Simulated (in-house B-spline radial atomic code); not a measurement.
Whole-atom quantities along the 51-electron series, configuration [Kr] 4d10 4f3 5s2. Computed with an all-electron radial atomic-structure program (B-spline basis): non-relativistic Hartree-Fock, average of the configuration, point nuclei.

This level leaves out relativity, spin-orbit splitting included, which matters for heavy ions.

```
  ion   Z  E/Z² (Eh)  Σ<r²> (bohr²)  n(0)/Z³ (bohr⁻³)  Lamb diamagnetic shielding (ppm)  repulsion over attraction
Pm10+  61    -2.5877         16.197           0.71062                           6555.13                    0.14512
Sm11+  62    -2.6019         15.053           0.71118                           6687.39                    0.14361
Eu12+  63    -2.6159         14.046           0.71172                           6819.54                    0.14209
```
